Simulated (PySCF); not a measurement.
Isomers of ClH9Si4, one GFN2-xTB conformer each. Single-point energies are computed at B3LYP/def2-SVPD (PySCF, gas phase, no added dispersion term), electronic only.

Question: Rank them by B3LYP/def2-SVPD energy, lowest first (kJ/mol).
A. `[SiH3:1][SiH2:2][SiH2:3][SiH2:4][Cl:5]` with Si1–Si2–Si3–Si4 -52°, Si2–Si3–Si4–Cl5 -23°
B. `[SiH3][Si]([SiH3])([SiH3])Cl`

Answer: B (0.0), A (7.9).

Neighbours under 10 kJ/mol apart ([SiH3][Si]([SiH3])([SiH3])Cl and [SiH3][SiH2][SiH2][SiH2]Cl) can change places with a better method, another conformer or zero-point energy. GFN2-xTB itself gives, in the same order: 2.0, 0.0. GFN2-xTB puts [SiH3][SiH2][SiH2][SiH2]Cl lowest instead.

Which frontier levels, dipoles and rotational constants go with these structures?

| SMILES | HOMO (eV, B3LYP/def2-SVPD) | LUMO (eV) | dipole (D) | A, B, C (MHz) |
| --- | --- | --- | --- | --- |
| [SiH3][Si]([SiH3])([SiH3])Cl | -7.81 | -1.41 | 1.36 | 1121, 1120, 986.9 |
| [SiH3][SiH2][SiH2][SiH2]Cl | -8.01 | -1.10 | 1.33 | 1780, 878.6, 681.8 |
